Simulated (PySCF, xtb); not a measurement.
C4H5Cl2F, SMILES C=C(F)CC(Cl)Cl. One conformer was computed; it need not be the lowest.

Harmonic wavenumbers (cm⁻¹) from GFN2-xTB (xtb) at its own minimum, in rising order: 33, 80, 129, 234, 250, 373, 405, 441, 607, 632, 691, 730, 867, 892, 932, 952, 1026, 1133, 1166, 1182, 1225, 1310, 1368, 1427, 1730, 2938, 2987, 2989, 3135, 3176.

Problem. What does r2SCAN-D4/def2-SVP (PySCF) give at its own minimum? (The exact figures need the calculation; the answer reports its results.)

Solution. 27, 105, 147, 259, 278, 414, 419, 475, 639, 678, 724, 747, 845, 877, 946, 962, 1023, 1189, 1242, 1250, 1285, 1372, 1386, 1428, 1746, 3056, 3129, 3137, 3178, 3293. Paired by order, the mean absolute difference is 44 cm⁻¹ and the zero-point energies are 50.1 and 51.8 kcal/mol.
